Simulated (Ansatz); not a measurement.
**Which is lower?**

Two relaxed structures of ZnSiH4, singlet (PBE0-D4/def2-TZVP; forces vanish, vibrations not checked).

A:

| atom | x (Å) | y (Å) | z (Å) |
| --- | --- | --- | --- |
| Si1 | -0.1627 | -0.1368 | -1.0846 |
| Zn2 | 0.2879 | 0.1157 | 2.6850 |
| H3 | 0.7509 | -1.2125 | -0.6226 |
| H4 | -1.4810 | -0.2868 | -0.4179 |
| H5 | -0.3382 | -0.2345 | -2.5571 |
| H6 | 0.4176 | 1.1864 | -0.7419 |

B:

```
6
angstrom
Si -0.4706 -0.4609 -1.4681
Zn 0.1080 -0.1083 0.8678
H 0.4343 -1.6879 -1.2964
H -1.6649 -1.2005 -0.8512
H 1.0976 1.3573 3.9364
H 1.1460 1.9655 3.5059
```

Computed with Ansatz 0.2.0 (basis: def2-TZVPP); correlated methods freeze the cores. The 3s and 3p shells of Cu and Zn are frozen; filled d shells are correlated. B3LYP uses VWN-RPA correlation.

Question: Which structure is lower at CCSD(T), and by how much? (Judge from chemistry; the value comes from the calculation.)

Answer: Computed: A, by 2.018 eV (electronic energy, against the other). By their contacts, A is a complex of SiH₄ + Zn and B is a complex of ZnSiH₂ ([SiH2][Zn]) + H₂.

All methods give the same order:

```tsv
method	E(B) − E(A) (eV)
PBE-D4	1.703
r2SCAN-D4	1.877
PBE0-D4	1.903
B3LYP-D4	1.982
wB97M-V	1.996
HF	2.598
MP2	2.022
CCSD	2.132
CCSD(T)	2.018
```

T1 diagnostic: at most 0.016. The restricted Hartree–Fock reference is unstable towards an unrestricted one at one or more of these structures.

Labels in which every atom is bracketed show which atoms are joined, not bond orders.

For scale, one of the runs: CCSD(T)/def2-TZVPP, 162 basis functions, launched by `ansatz run in.yaml --threads 2 --pin off --events-out ev --progress --plain --max-ram 4352MiB`. The run took 20 s on 2 CPU threads of an Arm Neoverse V2 (shared host), with 1.1 GiB of host memory at its peak.
